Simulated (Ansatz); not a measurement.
One change: `CB(F)OC(C)=O` becomes `CC(=O)O[SiH2]F`.

Ansatz, PBE0-D4/def2-TZVP geometries, multiplicity 1. Each molecule was computed in one conformer, which needn't be the lowest.

```json
{"property": "HOMO energy (PBE/def2-TZVPP) / eV", "`CB(F)OC(C)=O`": "-6.67"}
{"property": "HOMO energy (B3LYP/def2-TZVPP) / eV", "`CB(F)OC(C)=O`": "-8.12"}
{"property": "LUMO energy (ωB97M-V/def2-TZVPP) / eV", "`CB(F)OC(C)=O`": "1.68"}
{"property": "HOMO–LUMO gap (B3LYP/def2-TZVPP) / eV", "`CB(F)OC(C)=O`": "7.29"}
{"property": "HOMO energy (ωB97M-V/def2-TZVPP) / eV", "`CB(F)OC(C)=O`": "-10.83"}
{"property": "HOMO–LUMO gap (PBE/def2-TZVPP) / eV", "`CB(F)OC(C)=O`": "4.99"}
```

Task: Give the same properties after the change, and the shifts. (Best estimate.)

Result: Ansatz gave: 
| property | `CC(=O)O[SiH2]F` | shift |
| --- | --- | --- |
| HOMO energy (PBE/def2-TZVPP) / eV | -6.87 | -0.20 |
| HOMO energy (B3LYP/def2-TZVPP) / eV | -8.30 | -0.18 |
| LUMO energy (ωB97M-V/def2-TZVPP) / eV | 2.01 | 0.33 |
| HOMO–LUMO gap (B3LYP/def2-TZVPP) / eV | 7.72 | 0.43 |
| HOMO energy (ωB97M-V/def2-TZVPP) / eV | -10.99 | -0.16 |
| HOMO–LUMO gap (PBE/def2-TZVPP) / eV | 5.43 | 0.44 |

With PBE0 the HOMO falls by 0.17 eV and the LUMO rises by 0.26 eV, so the gap widens by about 0.43 eV. PBE moves the HOMO by -0.20 eV and ωB97M-V by -0.16 eV.

B3LYP here is the variant with VWN-RPA as its local correlation; programs differ in this.
